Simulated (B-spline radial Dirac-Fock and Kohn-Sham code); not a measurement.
# How the binding energies of Tl³⁺ add up

System: Tl³⁺ in the configuration 1s2 2s2 2p6 3s2 3p6 3d10 4s2 4p6 4d10 4f14 5s2 5p6 5d9 6s1 (an excited configuration); nuclear rms radius 5.4759 fm (A = 205).

Calculated with a B-spline atomic structure program, using Dirac-Fock energy differences between relaxed states, corrected for Breit and QED terms. Correlation and solid-state effects are left out. Energies are counted from the vacuum level. Subshells whose hole state is unreliable or did not converge are left out.

All terms are in eV, carry their sign (relaxation lowers the binding energy) and add up to the binding energy; ⟨r⟩ is the mean radius of the orbital in the initial state.

| subshell | −ε (Koopmans) | relaxation | Breit | QED | binding energy | ⟨r⟩ (bohr) |
| --- | --- | --- | --- | --- | --- | --- |
| 1s | 86135.8 | -93.67 | -309.95 | -163.77 | 85568.4 | 0.016 |
| 2s | 15513.2 | -55.97 | -36.01 | -25.08 | 15396.1 | 0.068 |
| 2p1/2 | 14863.0 | -60.92 | -59.61 | -0.66 | 14741.8 | 0.056 |
| 2p3/2 | 12794.0 | -56.86 | -34.61 | -2.79 | 12699.8 | 0.065 |
| 3s | 3799.1 | -31.16 | -6.69 | -5.86 | 3755.4 | 0.177 |
| 3p1/2 | 3507.7 | -32.39 | -11.46 | -0.31 | 3463.5 | 0.167 |
| 3p3/2 | 3041.7 | -30.16 | -6.13 | -0.72 | 3004.7 | 0.183 |
| 3d3/2 | 2567.0 | -33.31 | -4.99 | 0.44 | 2529.1 | 0.160 |
| 4s | 912.7 | -13.00 | -1.38 | -1.47 | 896.8 | 0.391 |
| 4p1/2 | 786.2 | -12.91 | -2.44 | -0.05 | 770.8 | 0.393 |
| 4p3/2 | 671.5 | -11.62 | -1.11 | -0.15 | 658.6 | 0.426 |
| 4d3/2 | 465.1 | -11.48 | -0.68 | 0.12 | 453.0 | 0.433 |
| 4f5/2 | 175.2 | -10.98 | 0.14 | 0.09 | ? | 0.462 |
| 4f7/2 | 170.4 | -10.77 | 0.30 | 0.07 | 160.0 | 0.468 |
| 5p1/2 | 141.5 | -2.91 | -0.38 | 0.00 | 138.2 | 0.949 |
| 5p3/2 | 120.4 | -2.39 | -0.13 | -0.02 | 117.8 | 1.034 |
| 5d | 55.21 | -1.50 | 0.00 | 0.02 | 53.73 | 1.324 |
| 6s | 39.84 | -0.23 | -0.03 | -0.05 | 39.54 | 2.193 |

Q: Which binding energy belongs in the row of 4f5/2?

A: 164.4 eV, the sum of the terms in that row (to rounding).

For the deepest level, K (1s), the Breit terms make up -0.362 % of the binding energy, QED -0.191 % and orbital relaxation -0.109 %.

Spin-orbit splittings: 2p 2042.0 eV, 3p 458.8 eV, 4p 112.2 eV, 4f 4.42 eV, 5p 20.35 eV.
